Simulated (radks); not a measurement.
Values are calculated unless marked as measured or tabulated.
Q: These are the eigenvalues of the occupied orbitals of an atom or ion with whole-number occupations (Ry). Level of theory: Dirac Kohn-Sham, BLYP, spin-unpolarised, spherical densities, point nucleus (a radial shooting solver on a logarithmic mesh with Libxc functionals).

| orbital | eigenvalue |
|---|---|
| 1s1/2 | -1951.396 |
| 2s1/2 | -291.8873 |
| 2p1/2 | -271.9376 |
| 2p3/2 | -257.7842 |
| 3s1/2 | -56.53294 |
| 3p1/2 | -48.53923 |
| 3p3/2 | -46.01177 |
| 3d3/2 | -31.85923 |
| 3d5/2 | -31.34550 |
| 4s1/2 | -10.37649 |
| 4p1/2 | -7.80017 |
| 4p3/2 | -7.36375 |
| 4d3/2 | -3.39016 |
| 4d5/2 | -3.33328 |

Which element is it, and in what charge state? The configuration may be excited. Open shells, if any, fill j = l - 1/2 first.

A: Z = 48, cadmium, charge +3: Cd3+ in [Kr] 4d9. The list shows which subshells hold electrons but not how many an open one holds; the 1s level, -975.7 hartree, gives Z - s = 44.2 by -(Z - s)^2/2, which with screening and relativity narrows Z to a few neighbours, and the depths of the outer levels then fix element, charge and occupations together.
